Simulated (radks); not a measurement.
The numbers below are computed, except where a source is named.
Q: Coherent X-ray form factor from a spherical all-electron density. Code: a radial shooting solver on a logarithmic mesh with Libxc functionals. Model: scalar-relativistic Kohn-Sham, OLYP, spin-unpolarised, spherical densities, finite nucleus; Fermi nuclear charge, rms radius of each element as measured or else 0.836 A^(1/3) + 0.57 fm.

sin(theta)/lambda (1/angstrom)  f0 (electrons)
0.05                                    76.240
0.1                                     74.106
0.15                                    70.965
0.2                                     67.258
0.25                                    63.364
0.3                                     59.547
0.4                                     52.655
0.5                                     46.927
0.6                                     42.172
0.8                                     34.550
1                                       28.518
1.25                                    22.796
1.5                                     18.918
2                                       14.705

The species is in the configuration that NIST lists as its ground one. Which atom or ion scatters so?

A: The gold ion Au2+, [Xe] 4f14 5d9. Extrapolating in s^2 from the first two rows gives f0(0) = 77.0, near the electron count 77; among species with that count, the fall with angle is slower the higher Z, and the table is that of Z = 79; from so few rows the species is fixed only to a neighbour or two.
